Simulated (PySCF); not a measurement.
Isomers of CH5BSi. Gas-phase values, no solvent. One relaxed conformer stands for each flexible species; it need not be the lowest. Strings in code marks are SMILES.

All values below come from B3LYP-D3(BJ)/def2-TZVP (PySCF). B3LYP has the VWN-RPA correlation part, as in Gaussian. 

```json
[
 {"species": "`B=[SiH]C`", "dipole moment (D)": "1.16", "LUMO (eV)": "-2.76", "HOMO–LUMO gap (eV)": "2.53"},
 {"species": "`B1C[SiH2]1`", "dipole moment (D)": "0.92", "LUMO (eV)": "-1.62", "HOMO–LUMO gap (eV)": "5.12"},
 {"species": "`[SiH](=C)B`", "dipole moment (D)": "–", "LUMO (eV)": "[?]", "HOMO–LUMO gap (eV)": "3.51"},
 {"species": "`CB=[SiH2]`", "dipole moment (D)": "2.51", "LUMO (eV)": "[?]", "HOMO–LUMO gap (eV)": "3.10"},
 {"species": "`[H]/B=C\\[SiH3]`", "dipole moment (D)": "1.00", "LUMO (eV)": "[?]", "HOMO–LUMO gap (eV)": "5.17"},
 {"species": "`C=B[SiH3]`", "dipole moment (D)": "0.41", "LUMO (eV)": "-2.13", "HOMO–LUMO gap (eV)": "[?]"}
]
```

What belongs in the gaps?


- `[SiH](=C)B`, LUMO (eV): -3.13
- `CB=[SiH2]`, LUMO (eV): -2.34
- `[H]/B=C\[SiH3]`, LUMO (eV): -1.64
- `C=B[SiH3]`, HOMO–LUMO gap (eV): 4.40
